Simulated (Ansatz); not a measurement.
Geometry optimisation, RKS r2SCAN-D4/STO-3G in Ansatz.

Input file:

```yaml
crystal:
  periodic: [false, false, false]
  atoms:
    - { symbol: B, position_ang: [-1.0428, 1.5056, -0.0962] }
    - { symbol: Si, position_ang: [0.4451, 0.5044, -0.6576] }
    - { symbol: Si, position_ang: [0.5766, -1.3055, 0.6207] }
    - { symbol: Cl, position_ang: [0.76484, -0.81629, 2.55003] }
    - { symbol: H, position_ang: [-1.8183, 1.9272, -0.9716] }
    - { symbol: H, position_ang: [-1.5876, 1.305, 0.9301] }
    - { symbol: H, position_ang: [1.6939, 1.3205, -0.5132] }
    - { symbol: H, position_ang: [0.3256, 0.1127, -2.0656] }
    - { symbol: H, position_ang: [-0.6247, -2.14246, 0.42831] }
    - { symbol: H, position_ang: [1.74401, -2.15333, 0.17505] }
basis:
  gaussian: { orbitals: STO-3G }
hamiltonian:
  xc: r2scan
  dispersion: d4
relax:
  f_tol: 0.015
  max_steps: 40
```

Command:

```bash
$ ansatz run input.yaml --threads 1 --pin off --max-ram 2048MiB --backend cpu --events-out ev --progress --plain --runs-dir out
```

Problem. Where does it end, and by what steps?

Solution. It converged. Limits of this set-up: minimal basis. After 19 steps the energy has fallen by 0.709 eV; H6 moved furthest, 1.08 Å.

```csv
step,energy less start (eV),largest force component (eV/Å),accepted
0,0.0000,3.612,yes
1,-0.5257,1.567,yes
2,-0.6274,0.508,yes
3,-0.6675,0.139,yes
4,-0.6722,0.077,yes
5,-0.6846,0.081,yes
6,-0.6955,0.061,yes
7,-0.6914,0.583,no
8,-0.6992,0.111,yes
9,-0.6956,0.312,no
10,-0.7015,0.066,yes
11,-0.7034,0.062,yes
12,-0.7050,0.143,yes
13,-0.7056,0.165,yes
14,-0.7078,0.030,yes
15,-0.7085,0.029,yes
16,-0.7085,0.060,yes
17,-0.7087,0.035,yes
18,-0.7088,0.019,yes
19,-0.7089,0.002,yes
```

```xyz
10
Properties=species:S:1:pos:R:3
B -1.173 1.488 -0.150
Si 0.474 0.571 -0.640
Si 0.570 -1.391 0.497
Cl 0.645 -1.051 2.584
H -2.190 1.223 -0.672
H -1.200 2.289 0.708
H 1.676 1.317 -0.339
H 0.511 0.202 -2.041
H -0.593 -2.228 0.276
H 1.757 -2.162 0.177
```

Whether the end is a true minimum wasn't checked by a vibrational analysis.

Run time: 52 s on 1 thread of Intel(R) Xeon(R) Processor @ 2.70GHz, with other jobs on the host, peak memory 0.15 GiB.
